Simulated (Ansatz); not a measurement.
Ansatz (a first-principles code) input (CCSD(T)/6-31G):

Ansatz 0.2 input:
```yaml
crystal:
  periodic: [false, false, false]
  atoms:
    - {symbol: C, position_ang: [1.50492706, -0.60466710, -0.07475432]}
    - {symbol: C, position_ang: [1.44770015, 0.91750541, 0.24036628]}
    - {symbol: C, position_ang: [-0.06470589, 0.62140119, 0.42475711]}
    - {symbol: C, position_ang: [0.12960980, -0.71401574, 0.12316742]}
    - {symbol: C, position_ang: [-1.31589384, -0.96191009, -0.30454618]}
    - {symbol: C, position_ang: [-1.48805331, 0.61285143, -0.15318532]}
    - {symbol: H, position_ang: [2.28835060, -1.23843322, -0.46748317]}
    - {symbol: H, position_ang: [1.68142096, 1.54341397, -0.62461506]}
    - {symbol: H, position_ang: [1.99299505, 1.29271556, 1.10854041]}
    - {symbol: H, position_ang: [-1.45236276, -1.34466810, -1.31581685]}
    - {symbol: H, position_ang: [-1.91659155, -1.55342644, 0.38585634]}
    - {symbol: H, position_ang: [-1.58364837, 1.11280011, -1.12019523]}
    - {symbol: H, position_ang: [-2.29166764, 0.96060734, 0.49888356]}
basis:
  gaussian:
    orbitals: 6-31G
magnetization: {spin_polarized: true, initial_magnetization: 1}
correlation: {method: ccsd_t, electrons: outside_noble_gas}
```

Output:

```
Functional definition: HF
integrals: 0.10 GiB planned
986 factors; integrals over basis functions are off by at most 2.2e-4 eV
0.34 GiB of device memory are held for the factors and their scratch space
mean field: 0.25 GiB planned
mean field evaluation 1: about -6282.9262 eV, gradient 1.7e1 eV
mean field evaluation 2: about -6282.9294 eV, gradient 1.7e1 eV
mean field evaluation 4: about -6285.5301 eV, gradient 3.0e0 eV
mean field evaluation 8: about -6285.8414 eV, gradient 2.4e-1 eV
mean field evaluation 16: about -6285.1712 eV, gradient 5.6e0 eV
mean field evaluation 32: about -6283.5976 eV, gradient 3.7e0 eV
mean field -6285.84249610 eV, -231.0004510346 hartree, gradient 2.4e-6 eV, S^2 1.045662; 0 other end points of the search recorded, 0 dependent functions left out
6 core orbitals not correlated
reference -6285.84249610 eV, -231.0004510346 hartree; 16, 15 occupied and 46, 47 virtual orbitals, 986 factors
second order -13.34827741 eV of doubles, -0.00000000 eV of singles
coupled cluster: 0.57 GiB planned
cycle   1  -14.34928019 eV  change    -1.0e0 eV  update   1.1e-1
cycle   2  -15.01578077 eV  change   -6.7e-1 eV  update   5.2e-2
cycle   3  -15.21689357 eV  change   -2.0e-1 eV  update   3.1e-2
cycle   4  -15.25942987 eV  change   -4.3e-2 eV  update   1.7e-2
cycle   5  -15.26253041 eV  change   -3.1e-3 eV  update   6.2e-3
cycle   6  -15.26589468 eV  change   -3.4e-3 eV  update   2.3e-3
cycle   7  -15.26669051 eV  change   -8.0e-4 eV  update   7.9e-4
cycle   8  -15.26680303 eV  change   -1.1e-4 eV  update   2.8e-4
cycle   9  -15.26689596 eV  change   -9.3e-5 eV  update   1.1e-4
cycle  10  -15.26693752 eV  change   -4.2e-5 eV  update   4.6e-5
cycle  11  -15.26694876 eV  change   -1.1e-5 eV  update   2.6e-5
coupled cluster: 0.57 GiB planned
perturbative correction -0.49803174 eV, -0.0183023288 hartree
Total energy: -6301.60747660 eV, -231.5798033821 hartree
```

It need not be the lowest isomer of its formula.

The determinant is spin-contaminated: <S^2> is 1.05 against 0.75 for a pure state.
